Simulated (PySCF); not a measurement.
Dipole moment (D) of eight silicon and germanium compounds: PBE beside PBE0, computed with PySCF for isolated molecules in the bases named; differences from unrounded values. The eight are the first of their class met in an unordered collection, after screening for sound electronic states; none was chosen by its value, except that the dipole had to exceed 0.05 D. Each molecule has one DFT geometry for both levels.

| molecule | basis | PBE0 | PBE | difference |
|---|---|---|---|---|
| Si(Cl)(F)2(NHMe) (CH4ClF2NSi), SMILES CN[Si](F)(F)Cl | def2-TZVP | 2.98 | 2.89 | -0.09 |
| Si(CCH)(H)(Me)2 (C4H8Si), SMILES C[SiH](C)C#C | def2-TZVP | 0.69 | 0.72 | 0.03 |
| C2H5FOSi2, SMILES C1([Si@@H](F)[SiH2]C1)=O | def2-TZVP | 2.58 | 2.31 | -0.26 |
| C₂H₄N₂OSi, SMILES O[Si@H]1C=NC=N1 | def2-TZVP | 1.49 | 1.46 | -0.03 |
| C₃H₁₄Si₃, SMILES C[C@H](C[SiH3])[SiH2][SiH3] | def2-TZVP | 1.17 | 1.20 | 0.03 |
| Ge(H)(Cl)2(Me) (CH₄Cl₂Ge), SMILES [CH3][GeH]([Cl])[Cl] | def2-TZVP | 2.75 | 2.65 | -0.10 |
| C₃H₈N₂Si, SMILES N[SiH](N)CC#C | def2-TZVP | 1.37 | 1.46 | 0.09 |
| C3H9FOSi, SMILES O(C[Si@H](C)F)C | def2-TZVP | 2.35 | 2.20 | -0.14 |

PBE lies below PBE0 in 5 and above it in 3 of the eight; the mean signed difference is -0.06 and the largest -0.26 D.
